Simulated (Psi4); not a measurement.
C3H9BO3, singlet, geometry from GFN2-xTB; PBE/STO-3G (Psi4 1.11).

The Psi4 input:
```
memory 2 GB

molecule mol {
0 1
  B    -0.002275   -0.009586    0.002150
  O     0.840330    0.909062    0.557144
  C     0.787271    2.269122    0.186763
  H    -0.148769    2.721412    0.522483
  H     1.630937    2.763931    0.668381
  H     0.857041    2.380127   -0.897158
  O     0.079251   -1.318325    0.384074
  C     1.013182   -1.736352    1.355099
  H     0.762709   -1.317885    2.332627
  H     0.965685   -2.824844    1.394997
  H     2.021588   -1.414865    1.087533
  O    -0.910744    0.385836   -0.930206
  C    -1.805403   -0.512322   -1.550993
  H    -1.698231   -1.517817   -1.144592
  H    -2.823105   -0.152456   -1.384954
  H    -1.597470   -0.524936   -2.623377
}

set basis sto-3g
set reference rks

energy('pbe')
print_variables()
```

Problem. Predict the main parts of the log of this Psi4 run.

Solution. 
```
   => Loading Basis Set <=

    Name: STO-3G
    Role: ORBITAL
    Keyword: BASIS

         ---------------------------------------------------------
                                   SCF
               by Justin Turney, Rob Parrish, Andy Simmonett
                          and Daniel G. A. Smith
                              RKS Reference
         ---------------------------------------------------------

  ==> Geometry <==

    Molecular point group: c1
    Full point group: C1

    Geometry (in Angstrom), charge = 0, multiplicity = 1:

       Center              X                  Y                   Z               Mass
    ------------   -----------------  -----------------  -----------------  -----------------
         B           -0.002534974911    -0.008420151197     0.001709607295    11.009305360000
         O            0.840070025089     0.910227848803     0.556703607295    15.994914619570
         C            0.787011025089     2.270287848803     0.186322607295    12.000000000000
         H           -0.149028974911     2.722577848803     0.522042607295     1.007825032230
         H            1.630677025089     2.765096848803     0.667940607295     1.007825032230
         H            0.856781025089     2.381292848803    -0.897598392705     1.007825032230
         O            0.078991025089    -1.317159151197     0.383633607295    15.994914619570
         C            1.012922025089    -1.735186151197     1.354658607295    12.000000000000
         H            0.762449025089    -1.316719151197     2.332186607295     1.007825032230
         H            0.965425025089    -2.823678151197     1.394556607295     1.007825032230
         H            2.021328025089    -1.413699151197     1.087092607295     1.007825032230
         O           -0.911003974911     0.387001848803    -0.930646392705    15.994914619570
         C           -1.805662974911    -0.511156151197    -1.551433392705    12.000000000000
         H           -1.698490974911    -1.516651151197    -1.145032392705     1.007825032230
         H           -2.823364974911    -0.151290151197    -1.385394392705     1.007825032230
         H           -1.597729974911    -0.523770151197    -2.623817392705     1.007825032230

  Running in c1 symmetry.

  Rotational constants: A =      0.08898  B =      0.08684  C =      0.04507 [cm^-1]
  Rotational constants: A =   2667.62329  B =   2603.44046  C =   1351.16907 [MHz]
  Nuclear repulsion =  317.920899324259665

  Charge       = 0
[...]
   @DF-RKS iter   4:  -365.08768688622871   -1.84378e-04   1.88573e-04 DIIS/ADIIS
   @DF-RKS iter   5:  -365.08772711478230   -4.02286e-05   5.72522e-05 DIIS
   @DF-RKS iter   6:  -365.08773094769009   -3.83291e-06   1.36494e-05 DIIS
   @DF-RKS iter   7:  -365.08773116750149   -2.19811e-07   2.77087e-06 DIIS
   @DF-RKS iter   8:  -365.08773117872829   -1.12268e-08   1.58472e-07 DIIS
  Energy and wave function converged.

  ==> Post-Iterations <==

   Electrons on quadrature grid:
      Ntotal   =   55.9999936846 ; deviation = -6.315e-06

    Orbital Energies [Eh]
    ---------------------

    Doubly Occupied:

[...]
      28A     -0.099497

    Virtual:

[...]
      44A      0.624176

    Final Occupation by Irrep:
              A
    DOCC [    28 ]
    NA   [    28 ]
    NB   [    28 ]

  @DF-RKS Final Energy:  -365.08773117872829

   => Energetics <=

    Nuclear Repulsion Energy =            317.9208993242596648
    One-Electron Energy =               -1131.8168975911316920
    Two-Electron Energy =                 498.0676753150759737
    DFT Exchange-Correlation Energy =     -49.2594082269322016
    Empirical Dispersion Energy =           0.0000000000000000
    VV10 Nonlocal Energy =                  0.0000000000000000
    Total Energy =                       -365.0877311787282906

Computation Completed

Properties will be evaluated at   0.000000,   0.000000,   0.000000 [a0]

Properties computed using the SCF density matrix

 Multipole Moments:

 ------------------------------------------------------------------------------------
     Multipole            Electronic (a.u.)      Nuclear  (a.u.)        Total (a.u.)
 ------------------------------------------------------------------------------------

 L = 1.  Multiply by 2.5417464519 to convert [e a0] to [Debye]
 Dipole X            :          0.0111606           -0.0275004           -0.0163399
 Dipole Y            :         -0.1259432            0.1233926           -0.0025507
 Dipole Z            :          0.0297908           -0.0466044           -0.0168137
 Magnitude           :                                                    0.0235838

 ------------------------------------------------------------------------------------

  Variable Map:
  ----------------------------------------------------------------------------
[...]
  Array Variable Map:
  ----------------------------------------------------------------------------
[...]
[...]
```
